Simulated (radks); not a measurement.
Results of a calculation; reference values are marked as such.
Spherical quantum dot in the effective-mass picture: electrons in a parabolic well V = omega^2 r^2 / 2 with omega = 0.35, all in effective atomic units (hartree* = m*/eps^2 hartree, bohr* = eps/m* bohr), one dielectric constant everywhere. Level of theory: non-relativistic Kohn-Sham, PBE, spin-polarised, spherical densities (a radial shooting solver with Libxc functionals). Levels are named by radial order and angular momentum (1s, 1p, 1d, 2s, ...), and open shells are averaged over m. Results are scaled to m* = 0.119 and eps = 7, for which hartree* = 66.08 meV and bohr* = 3.113 nm.

N = 10, configuration 1s2 1p6 1d(up 2, down 0). This is the lowest configuration that the search found. Occupied and some empty levels:

level,occupation,eigenvalue (meV),<r> (nm)
1s up,1,209.52,9.025
1s down,1,210.40,8.724
1p up,3,219.70,10.87
1p down,3,221.28,10.71
1d up,2,232.10,12.19
1d down,0,234.04,12.13
2s up,0,237.01,10.29
2s down,0,237.88,10.43
1f up,0,246.26,13.28
1f down,0,248.33,13.29
2p up,0,252.64,11.84
2p down,0,253.56,11.91

Energy (meV): total 1390.87, kinetic 164.94, external 522.85, Hartree 863.99, exchange-correlation -160.91.
